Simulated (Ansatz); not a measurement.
Born–Oppenheimer molecular dynamics of Cl2H2Sn (5 atoms, charge 0, multiplicity 1). It starts at the highest image of a converged band, a first-order saddle point between two minima.

All numbers below come from RKS B3LYP-D4/def2-SVP in Ansatz.

```json
{"ensemble": "NVE (velocity Verlet)", "time step": "0.5 fs", "steps asked": "150", "starting velocities drawn for": "300 K", "seed": "3022"}
```

Frames 2.5 fs apart, positions in Å, forces in eV/Å.

Velocities at 20 fs (Å/ps):

```
Sn -1.18 -0.22 0.13
H 76.18 1.96 -23.27
Cl 3.48 0.98 1.98
H 7.08 -0.64 -30.78
Cl -1.89 -0.28 -0.89
```

```xyz
5
Properties=species:S:1:pos:R:3:forces:R:3 time_fs=20 energy_less_start_eV=-0.318 T=1115
Sn -0.316 0.072 0.390 -1.71 1.09 0.76
H 1.581 -0.263 1.433 -1.31 -0.69 2.43
Cl 2.399 -0.002 0.551 3.06 0.54 -2.19
H -0.422 1.463 -0.762 0.08 -0.39 -0.24
Cl -0.980 -1.864 -0.781 -0.13 -0.55 -0.76
5
Properties=species:S:1:pos:R:3:forces:R:3 time_fs=22.5 energy_less_start_eV=-0.347 T=1193
Sn -0.319 0.072 0.390 -1.54 1.31 0.48
H 1.706 -0.289 1.482 -1.77 -1.02 3.33
Cl 2.411 0.002 0.553 3.32 0.87 -3.15
H -0.402 1.447 -0.844 0.10 -0.59 0.04
Cl -0.985 -1.865 -0.784 -0.11 -0.57 -0.71
5
Properties=species:S:1:pos:R:3:forces:R:3 time_fs=25 energy_less_start_eV=-0.556 T=1730
Sn -0.323 0.072 0.391 -1.19 1.28 0.34
H 1.743 -0.366 1.698 1.11 0.50 -1.43
Cl 2.428 0.006 0.551 0.06 -0.59 1.45
H -0.376 1.397 -0.924 0.11 -0.62 0.25
Cl -0.990 -1.867 -0.788 -0.08 -0.56 -0.61
5
Properties=species:S:1:pos:R:3:forces:R:3 time_fs=27.5 energy_less_start_eV=-0.342 T=1186
Sn -0.328 0.073 0.392 -0.98 1.10 0.27
H 1.833 -0.419 1.846 1.43 0.98 -2.88
Cl 2.446 0.010 0.551 -0.50 -1.05 2.82
H -0.344 1.310 -0.990 0.10 -0.48 0.28
Cl -0.995 -1.870 -0.793 -0.05 -0.54 -0.50
5
Properties=species:S:1:pos:R:3:forces:R:3 time_fs=30 energy_less_start_eV=-0.652 T=1980
Sn -0.333 0.075 0.393 -0.94 0.82 0.26
H 2.007 -0.415 1.830 1.03 0.81 -2.38
Cl 2.463 0.011 0.555 -0.17 -0.91 2.38
H -0.305 1.196 -1.040 0.12 -0.20 0.14
Cl -1.000 -1.874 -0.799 -0.03 -0.53 -0.39
5
Properties=species:S:1:pos:R:3:forces:R:3 time_fs=32.5 energy_less_start_eV=-0.813 T=2388
Sn -0.339 0.077 0.394 -0.87 0.47 0.37
H 2.235 -0.372 1.694 -0.41 -0.89 2.63
Cl 2.479 0.012 0.563 1.14 0.80 -2.66
H -0.260 1.069 -1.082 0.16 0.12 -0.09
Cl -1.006 -1.879 -0.805 -0.02 -0.50 -0.25
5
Properties=species:S:1:pos:R:3:forces:R:3 time_fs=35 energy_less_start_eV=-0.784 T=2316
Sn -0.345 0.079 0.396 -0.79 0.21 0.40
H 2.450 -0.376 1.702 -0.12 -1.20 3.49
Cl 2.498 0.014 0.566 0.71 1.13 -3.57
H -0.205 0.949 -1.129 0.22 0.33 -0.20
Cl -1.011 -1.885 -0.813 -0.01 -0.47 -0.11
5
Properties=species:S:1:pos:R:3:forces:R:3 time_fs=37.5 energy_less_start_eV=-0.795 T=2348
Sn -0.351 0.082 0.397 -0.68 0.13 0.12
H 2.652 -0.441 1.883 -0.28 0.81 -2.34
Cl 2.518 0.017 0.564 0.73 -0.86 2.23
H -0.137 0.849 -1.187 0.24 0.37 -0.03
Cl -1.016 -1.891 -0.820 -0.01 -0.44 0.02
5
Properties=species:S:1:pos:R:3:forces:R:3 time_fs=40 energy_less_start_eV=-0.491 T=1569
Sn -0.358 0.084 0.399 -0.52 0.11 -0.35
H 2.836 -0.466 1.950 -0.79 1.16 -3.35
Cl 2.538 0.019 0.566 1.12 -1.22 3.23
H -0.055 0.770 -1.245 0.21 0.32 0.32
Cl -1.022 -1.899 -0.827 -0.02 -0.38 0.15
5
Properties=species:S:1:pos:R:3:forces:R:3 time_fs=42.5 energy_less_start_eV=-0.783 T=2316
Sn -0.366 0.086 0.400 -0.36 0.05 -0.78
H 2.975 -0.424 1.826 -0.79 0.71 -2.05
Cl 2.561 0.019 0.573 1.06 -0.76 1.93
H 0.039 0.710 -1.285 0.11 0.27 0.63
Cl -1.027 -1.907 -0.834 -0.02 -0.27 0.27
5
Properties=species:S:1:pos:R:3:forces:R:3 time_fs=45 energy_less_start_eV=-0.690 T=2078
Sn -0.373 0.089 0.402 -0.26 -0.07 -1.01
H 3.078 -0.349 1.604 1.57 -1.32 3.65
Cl 2.586 0.018 0.582 -1.31 1.28 -3.75
H 0.140 0.665 -1.288 0.02 0.25 0.76
Cl -1.033 -1.915 -0.840 -0.01 -0.14 0.36
5
Properties=species:S:1:pos:R:3:forces:R:3 time_fs=47.5 energy_less_start_eV=-0.797 T=2346
Sn -0.381 0.091 0.402 -0.21 -0.24 -0.95
H 3.264 -0.338 1.558 1.20 -0.79 2.12
Cl 2.608 0.019 0.586 -0.98 0.77 -2.22
H 0.243 0.636 -1.247 -0.02 0.25 0.64
Cl -1.038 -1.924 -0.846 0.00 0.01 0.40
```

Of the whole run (75 fs, mean temperature of the second half 1858 K): The conserved energy stayed within 1.1 meV per atom of its start (net change 0.18 meV per atom), so the integration is sound. The kinetic energy rose, since the run started high on the potential surface and went downhill. It ends in pieces (ClH + ClHSn), so much of that is their flight and rotation, not heat. A run of 0.075 ps of so small a system gives no equilibrium averages. The orbitals stay closed-shell, which can raise the energy where a bond breaks towards radicals; this wasn't checked here.

Time of the run: 7.5 min on 1 thread of Arm Neoverse V2, on a shared host, peak memory 0.15 GiB.
